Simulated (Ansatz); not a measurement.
Computed with Ansatz on PBE0-D4/def2-TZVP structures; ΔE is electronic, products minus reactants. CCSD(T)/CBS is the MP2 limit (def2-TZVPP, def2-QZVPP) plus CCSD(T) − MP2 in def2-TZVPP, frozen cores. Functionals use def2-TZVPP. One conformer a species, not always the lowest.

Consider the substitution at a C–C bond: `C[CH](C)[Al]([NH2])[CH](C)C` + `N[SiH](N)O` → `CN[SiH](N)O` + `C[CH2][Al]([NH2])[CH](C)C`.

| level | ΔE (kcal/mol) | difference from CCSD(T)/CBS |
| --- | --- | --- |
| ωB97X-V | 7.0 | -1.1 |
| ωB97M-V | 7.5 | -0.6 |
| PBE0 | 6.5 | -1.6 |
| HF/def2-TZVPP | 5.2 | -2.9 |
| SCS-MP2/def2-TZVPP | 7.9 | -0.2 |
| CCSD/def2-TZVPP | 7.6 | -0.5 |
| CCSD(T)/def2-TZVPP | 8.0 | -0.1 |
| HF/def2-QZVPP | 5.2 | -2.9 |
| MP2/def2-QZVPP | 8.9 | 0.8 |
| SCS-MP2/def2-QZVPP | 7.9 | -0.2 |
| CCSD(T)/CBS | 8.1 | 0 |

Largest T1 diagnostic among the species: 0.010.

The D4 term adds +0.9 kcal/mol with B3LYP and +0.6 kcal/mol with PBE0; it sums over pairs of atoms, weighted by their polarisabilities, and B3LYP, whose exchange is more repulsive, gets the larger term. In def2-TZVPP, CCSD(T) changes the Hartree–Fock value by +2.8 kcal/mol (the triples alone add +0.4 kcal/mol) and MP2 by +3.6 kcal/mol.

CCSD(T)/CBS has its own doubt, a few kJ/mol and more with outer-core shells, so smaller differences from it don't rank the levels.

B3LYP here is the variant with VWN-RPA as its local correlation; programs differ in this.
